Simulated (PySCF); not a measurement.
**EPR parameters of C6H6S**

Species: C6H6S (triplet state).
Structure used (GFN2-xTB), in Å, numbered top down from 1:
```
atom  x, y, z in Å
C1     2.576    0.733    0.269
C2     1.371    0.209   -0.328
C3     0.103   -0.045   -0.185
C4    -0.865   -0.615   -1.045
C5    -2.136   -0.719   -0.511
C6    -2.255   -0.247    0.773
S7    -0.789    0.362    1.423
H8     2.808    1.722   -0.131
H9     2.458    0.816    1.356
H10    3.424    0.075    0.066
H11   -0.592   -0.933   -2.035
H12   -2.970   -1.135   -1.051
H13   -3.137   -0.223    1.383
```

The hyperfine couplings belong to this conformer and change with its torsions.

The species is `C[C]c1cccs1` [triplet].

The calculation used UKS B3LYP, pcH-1 on C H S, non-relativistic, mean-field spin-orbit, GIAO in PySCF 2.14.0. One conformer (not necessarily the lowest) at the GFN2-xTB geometry, without solvent, vibrations or thermal averaging. This triplet need not be the ground state; the singlet was not compared here. The geometry wasn't refined by DFT: couplings that depend on bond lengths, twists or pyramidal angles can differ widely from those at the functional's own minimum. No stability test was run, so a lower SCF solution isn't excluded.

- g1, g2, g3: 2.00268, 2.00373, 2.00391
- g_iso: 2.00344
- Form of g: close to axial: the two nearest values differ by 15 % of g3 − g1
- ⟨S²⟩: 2.0404 (exact 2.0000)
- α and β electrons: 30, 28
- HOMO–LUMO gap, α and β orbitals: 4.80, 4.39 eV

Isotropic coupling and dipolar principal values T1 to T3, in MHz; ρ(0) is the spin density at the nucleus:

```tsv
atom	isotope	a_iso	of which spin–orbit	T1	T2	T3	Mulliken spin population	ρ(0) (bohr⁻³)
C1	13C	-7.1	0.0	-2.1	-1.6	3.7	-0.09	-0.0127
C2	13C	132.5	-0.2	-58.4	8.4	50.0	1.37	0.2359
C3	13C	-2.5	0.0	-14.3	1.1	13.2	-0.30	-0.0044
C4	13C	36.8	0.0	-17.6	-13.7	31.4	0.44	0.0655
C5	13C	-15.9	0.0	-10.5	4.3	6.2	-0.16	-0.0282
C6	13C	17.3	0.1	-16.9	-15.5	32.4	0.38	0.0306
S7	33S	15.3	-0.1	-14.5	2.4	12.1	0.25	0.0896
H8	1H	40.4	0.0	-4.0	-3.3	7.3	0.03	0.0181
H9	1H	68.9	0.0	-3.8	-1.9	5.7	0.07	0.0308
H10	1H	45.8	0.0	-4.2	-3.7	8.0	0.03	0.0205
H11	1H	-16.3	0.0	-5.6	-2.6	8.2	-0.02	-0.0073
H12	1H	4.0	0.0	-2.2	0.4	1.8	0.01	0.0018
H13	1H	-4.2	0.0	-8.1	-1.0	9.1	-0.01	-0.0019
```

Largest spin populations (Mulliken): C2 (+1.37), C4 (+0.44), C6 (+0.38) and C3 (-0.30). Four atoms exceed +0.15. The positive populations add up to 2.58 and the negative ones to -0.58, together 2S = 2.

Axes: g1 points within 4° of the C1–C2 bond.

The 13C coupling of C2 (132.5 MHz) shows only in satellite lines or after enrichment, since that isotope makes up about 1.07 % of natural carbon.

The 33S coupling of S7 (15.3 MHz) shows only in satellite lines or after enrichment, since that isotope makes up about 0.76 % of natural sulfur.
